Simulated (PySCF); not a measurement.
All numbers come from PBE0/[Ge def2-TZVP, N def2-TZVP, F def2-TZVP], no relativity, density fitting, PySCF. Open shells, if any, are unrestricted.

**Question.** What shape and geometry does isolated singlet FGeN take (every ligand bound to Ge)?

**Answer.** Counting electrons, germanium keeps none of its valence electrons outside its bonds, so the VSEPR class is AX2 and the expected shape is linear; with unlike ligands the computed point group is C∞v. The lowest minimum found is a singlet of C∞v symmetry with Ge–F 1.710 Å, Ge–N 1.638 Å; F–Ge–N 180.0°. Its harmonic wavenumbers are 116 (π), 706 (σ+), 1041 (σ+) cm⁻¹ and its dipole moment is 2.52 D.

Only a few start shapes were tried, so a lower isomer may exist.
